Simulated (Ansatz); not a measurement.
# Pulling the pair apart

The pair of H2S (SMILES S, atoms 1–3) and H2 (SMILES [H][H], atoms 4–5), both closed shells, in one local arrangement (a lower one may exist), relaxed at PBE0-D4/def2-TZVP:

S1  (-0.400, 0.417, -1.410)
H2  (-0.768, -0.865, -1.270)
H3  (0.901, 0.094, -1.464)
H4  (0.051, 0.252, 1.715)
H5  (0.217, 0.102, 2.429)
(Å)

H2 is shifted rigidly along the line between the mean atom positions of the two fragments (negative: closer). Counterpoise interaction energies in kJ/mol. Program: Ansatz 0.2.0. Basis: def2-TZVPPD. Cores are frozen in the correlated methods. B3LYP uses VWN-RPA correlation.

```
shift (Å)  r2SCAN-D4  B3LYP-D4  PBE-D4
    -0.32        0.7       0.0    -1.7
    -0.16       -0.3      -0.9    -2.5
     0.00       -0.8      -1.3    -2.7
     0.16       -1.0      -1.4    -2.6
     0.38       -1.0      -1.3    -2.3
     0.79       -0.7      -0.9    -1.6
     1.58       -0.3      -0.4    -0.7
     3.16       -0.1      -0.1    -0.1
```

Problem. What does CCSD(T) give at these shifts? (Judge from chemistry; the value comes from the calculation.)

Solution. By the calculation: 1.0, -0.3, -0.9, -1.2, -1.3, -1.0, -0.5, -0.1 kJ/mol. For zero shift, CCSD(T) at an estimated basis limit (MP2 extrapolated from triple and quadruple zeta, plus CCSD(T) − MP2 in triple zeta) gives -1.3 kJ/mol. These are counterpoise interaction energies, counted from the two frozen fragments.

No T1 diagnostic of these runs exceeds 0.010.

For scale, one of the runs: CCSD(T)/def2-TZVPPD, 119 basis functions, launched by `ansatz run in.yaml --threads 2 --pin off --events-out ev --progress --plain --max-ram 5222MiB`. Hardware: 2 CPU threads of an Arm Neoverse V1, shared host. Wall time about 2.3 s.
